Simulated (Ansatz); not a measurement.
Reaction (isomerisation): `OC(=[Se])O[SiH3]` → `O=C([SeH])O[SiH3]`

Program: Ansatz. Geometries: PBE0-D4/def2-TZVP. ΔE: electronic, gas phase. CCSD(T)/CBS is the MP2 limit (def2-TZVPP, def2-QZVPP) plus CCSD(T) − MP2 in def2-TZVPP, frozen cores. DFT in def2-TZVPP. B3LYP here is the variant with VWN-RPA as its local correlation; programs differ in this. For Se outer-core shells are correlated without core-valence functions, which leaves a few kJ/mol of doubt a bond. Scalar relativity is left out up to krypton. Each species was taken in one conformer, which may not be the lowest.

`OC(=[Se])O[SiH3]`:

Cartesian coordinates in Å:
```
O 1.927 0.615 -1.136
C 0.709 0.551 -0.636
Se -0.584 1.759 -0.965
O 0.578 -0.500 0.121
Si -0.890 -0.854 0.908
H 1.967 1.410 -1.685
H -1.223 0.219 1.866
H -0.530 -2.104 1.615
H -1.953 -1.096 -0.088
```

`O=C([SeH])O[SiH3]`:

```xyz
9

O     1.492    0.276    1.002
C     0.470   -0.346    0.987
Se   -0.003   -1.549    2.402
O    -0.436   -0.280    0.016
Si   -0.098    0.766   -1.283
H    -1.279   -1.949    1.799
H    -1.284    0.591   -2.149
H     0.005    2.159   -0.799
H     1.134    0.332   -1.976
```

```tsv
level	ΔE (kJ/mol)	difference from CCSD(T)/CBS
r2SCAN-D4	-20.1	-5.2
B3LYP-D4	-24.1	-9.2
ωB97X-V	-24.9	-10.0
r2SCAN	-20.1	-5.2
HF/def2-TZVPP	-27.1	-12.2
MP2/def2-TZVPP	-20.2	-5.3
SCS-MP2/def2-TZVPP	-27.2	-12.3
HF/CBS(def2)	-27.4	-12.5
MP2/CBS(def2)	-11.7	3.2
CCSD/CBS(def2)	-16.7	-1.8
CCSD(T)/CBS	-14.9	0
```

Largest T1 diagnostic among the species: 0.016.

From PBE to PBE0 (25 % exact exchange), in def2-TZVPP and without D4, ΔE moves by +3.7 kJ/mol. In def2-TZVPP, CCSD(T) changes the Hartree–Fock value by +3.7 kJ/mol (the triples alone add +1.8 kJ/mol) and MP2 by +6.9 kJ/mol.
